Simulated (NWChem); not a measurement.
System: hydrogen bromide (HBr); SMILES Br

```xyz
2

Br     0.0000     0.0000     0.0395
H      0.0000     0.0000    -1.3829
```
Atoms are numbered in this order, from 1.

Program: NWChem. Pople sets run with spherical d functions. Medium grid unless said otherwise, to which SCAN and Minnesota functionals are sensitive. Geometry: optimised at PBE0/def2-SVP. B3LYP is NWChem's, with the RPA form of VWN correlation.

Problem. Order these by “highest occupied level (eV)”, lowest first: PBE/6-31G*; B97-2/6-31G*; r2SCAN0/6-31G*; MPW1K/6-31G*; LC-BLYP (range parameter 0.33 per bohr)/6-31G*.

Solution. LC-BLYP (range parameter 0.33 per bohr)/6-31G* (-10.98), MPW1K/6-31G* (-9.68), r2SCAN0/6-31G* (-8.92), B97-2/6-31G* (-8.41), PBE/6-31G* (-7.31)
